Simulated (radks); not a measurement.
Values are calculated unless marked as measured or tabulated.
Task: The mean radii <r> (bohr) of the occupied orbitals of an atom or ion are listed with their occupations. Level of theory: Dirac Kohn-Sham, PBE, spin-unpolarised, spherical densities, point nucleus (a radial shooting solver on a logarithmic mesh with Libxc functionals).

| orbital | occ. | <r> |
|---|---|---|
| 1s1/2 | 2 | 0.02665 |
| 2s1/2 | 2 | 0.1142 |
| 2p1/2 | 2 | 0.09620 |
| 2p3/2 | 4 | 0.1020 |
| 3s1/2 | 2 | 0.3060 |
| 3p1/2 | 2 | 0.2960 |
| 3p3/2 | 4 | 0.3077 |
| 3d3/2 | 4 | 0.2785 |
| 3d5/2 | 6 | 0.2822 |
| 4s1/2 | 2 | 0.7133 |
| 4p1/2 | 2 | 0.7403 |
| 4p3/2 | 4 | 0.7667 |
| 4d3/2 | 4 | 0.8456 |
| 4d5/2 | 6 | 0.8548 |

Name the element and its charge. Open shells, if any, are shared by 2j + 1.

Result: Z = 54, xenon, charge +8: Xe8+ in [Kr] 4d10. The 1s radius gives Z: for a bare nucleus <r> = (2 gamma + 1)/(2Z) with gamma = sqrt(1 - (Z/c)^2), 0.02628 bohr for Z = 54, and screening makes it slightly larger (0.02665 here). The occupations add up to 46, and the charge is Z minus that.
